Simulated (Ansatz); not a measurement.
A nudged elastic band was laid between two geometries of CH5AlSSi (9 atoms, charge 0, multiplicity 1).

Level of theory: RKS BHLYP/cc-pVDZ in Ansatz 0.2.0.

```
movable images  : 5
climbing image  : yes
spring          : 5.0 eV/Å²
optimiser       : fire
start path      : through a guess of the saddle point
force threshold : 0.03 eV/Å
iteration limit : 60
end points      : relaxed
```

First end point:

```xyz
9
Properties=species:S:1:pos:R:3
C -0.452 1.264 -1.636
Si 0.864 0.558 -0.783
Al 0.485 -0.873 1.129
S -1.616 -1.230 1.682
H -1.482 1.086 -1.337
H -0.328 1.913 -2.499
H 2.233 0.863 -1.271
H 1.619 -1.555 1.986
H -1.324 -2.026 2.730
```

Last end point:

```xyz
9
Properties=species:S:1:pos:R:3
C -0.281 1.396 -1.819
Si 0.708 0.517 -0.721
Al -0.339 -0.776 1.027
S 0.952 -1.869 2.436
H -1.365 1.377 -1.742
H 0.111 2.004 -2.630
H 2.179 0.599 -0.901
H -1.903 -0.863 1.195
H -0.063 -2.386 3.156
```

Which bonds break or form, and what moves?

No bond is made or broken. The dihedral C1–Si2–Al3–S4 goes from 1 to -179°.

Give the energies along the band, and the barrier.

The run ended unconverged. The highest image is number 3 of 0 to 6, 0.100 eV above the first end and 0.120 eV above the last; the last end lies 0.020 eV below the first. The band didn't meet its force threshold, so its energies are provisional: the largest band force was still 0.09 eV/Å, and over the last iterations the top stayed at 0.10 eV.

| image | path coordinate (Å) | energy (eV) | dihedral C1–Si2–Al3–S4 (°) |
| --- | --- | --- | --- |
| 0 | 0.00 | 0.000 | 1 |
| 1 | 1.00 | 0.024 | 33 |
| 2 | 2.00 | 0.074 | 67 |
| 3 | 3.00 | 0.100 | 97 |
| 4 | 3.96 | 0.066 | 124 |
| 5 | 4.91 | 0.008 | 152 |
| 6 | 5.87 | -0.020 | -179 |

The band took 60 iterations and roughly 18 core-minutes.

Time of the run: 9.4 min on 2 threads of Arm Neoverse V2, with other jobs on the host, peak memory 0.2 GiB.
